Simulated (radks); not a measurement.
A nucleus of charge 39.9 with 40 electrons, 40 electrons, occupied as [Kr] 4d2 5s2.

All-electron calculation, Dirac Kohn-Sham, PBE, spin-unpolarised, spherical densities, finite nucleus; open shells are shared between the two j in proportion to 2j + 1; Fermi nuclear charge, rms radius 4.2694 fm. Program: a radial shooting solver on a logarithmic mesh with Libxc functionals.

Energy parts (eV):
total: -97341.611
kinetic: 100575.875
electron-nucleus: -234939.500
Hartree: 40114.339
exchange-correlation: -3092.325

Orbitals (lengths in bohr, moments of r in powers of bohr; r(max) is where P^2 peaks):
orbital  occ.  eigenvalue (eV)   r(max)      <r^4>     <r^2>   <1/r>
1s1/2       2        -17719.00  0.02420  8.967e-06  0.001863   41.14
2s1/2       2        -2451.360   0.1375   0.001691   0.03129   9.313
2p1/2       2        -2243.282   0.1073   0.001135   0.02374   9.287
2p3/2       4        -2158.371   0.1109   0.001256   0.02513   8.887
3s1/2       2        -400.0841   0.4097    0.09181    0.2426   3.149
3p1/2       2        -322.7110   0.3976    0.09761    0.2433   3.044
3p3/2       4        -309.2179   0.4067     0.1065    0.2543   2.948
3d3/2       4        -172.8560   0.3473     0.1221    0.2479   2.743
3d5/2       6        -170.3962   0.3500     0.1257    0.2517   2.719
4s1/2       2         -53.0222    1.084      4.355     1.688   1.113
4p1/2       2         -32.3864    1.169      7.232     2.115  0.9890
4p3/2       4         -30.6489    1.195      7.945     2.215  0.9627
5s1/2       2          -3.8403    3.199      447.9     16.57  0.3361
4d3/2     0.8          -2.8571    1.609      116.5     6.997  0.5869
4d5/2     1.2          -2.7356    1.623      123.9     7.200  0.5794

The highest occupied level is 4d5/2 at -2.736 eV. The density falls to 0.001 e/bohr^3 at r = 5.14 bohr. The electron density at the nucleus is 7.4e+04 e/bohr^3. Summed over all electrons, <r^2> = 68.55 bohr^2, which gives a Langevin (diamagnetic) susceptibility term of -54.3 x 10^-6 cm^3/mol.
